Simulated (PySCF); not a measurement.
## Correlation energy of Ge⁺ (germanium, charge +1)

[Ar] 3d10 4s2 4p1, 2P determinant. Computed with PySCF 2.14 in pcseg-2 (6s5p3d1f, 43 functions), with the non-relativistic Hamiltonian (point nucleus). Frozen: [Ar] 3d10; 3 electrons correlated.

MP2 pair energies summed by pair of shells (mhartree):

```csv
pair,energy,share (%)
4s-4s,-20.97,56.4
4s-4p,-16.20,43.6
```

Total MP2 correlation energy: -37.17 mhartree.

Same-spin part -2.49 and opposite-spin part -34.68 mhartree; SCS-MP2 scales them by 1/3 and 6/5 to -42.45 mhartree.

```json
{"level": "CCSD", "correlation energy (mhartree)": "-51.05"}
{"level": "(T)", "correlation energy (mhartree)": "-0.78"}
{"level": "CCSD(T)", "correlation energy (mhartree)": "-51.83"}
```

Diagnostics: T1 = 0.010, D1 = 0.0243, largest double amplitude 0.096.

Cost of the coupled-cluster step: 0.23 s of wall time on 1 thread of Intel(R) Xeon(R) Platinum 8559C (shared host), for 3 correlated electrons.
